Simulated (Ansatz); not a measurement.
Reaction (SMILES): [N]=B (BH-N) → B=[N-] (an electron is taken up)
B3LYP-D3(BJ)/def2-TZVP geometries, fixed; electronic energies without zero-point terms; positive where energy is released.

Effect of a fitting basis named in the input at HF/aug-cc-pVQZ with Ansatz (a first-principles code), against the last row, where the adiabatic electron affinity is 1.16 eV. Open shells are unrestricted. The default fits or decomposes integrals by the program's own choice; accuracy: high also tightens integrals, grids and stops.

```tsv
setting	largest shift of a total energy (mEh)	shift of the adiabatic electron affinity (eV)
fitting: def2-SV(P)-JKFIT	0.057	-0.001
fitting: def2-universal-JKFIT	0.057	-0.001
fitting: cc-pVTZ-JKFIT	0.080	0.000
fitting: cc-pVQZ-JKFIT	0.008	0.000
fitting: cc-pV5Z-JKFIT	0.003	0.000
accuracy: high	0.000	0.000
accuracy: medium (default)	0.000	0.000
```

Within 0.002 eV in the adiabatic electron affinity: fitting: def2-SV(P)-JKFIT; fitting: def2-universal-JKFIT; fitting: cc-pVTZ-JKFIT; fitting: cc-pVQZ-JKFIT; fitting: cc-pV5Z-JKFIT; accuracy: high. The largest shift is 0.080 mEh in a total energy and 0.001 eV in the difference.
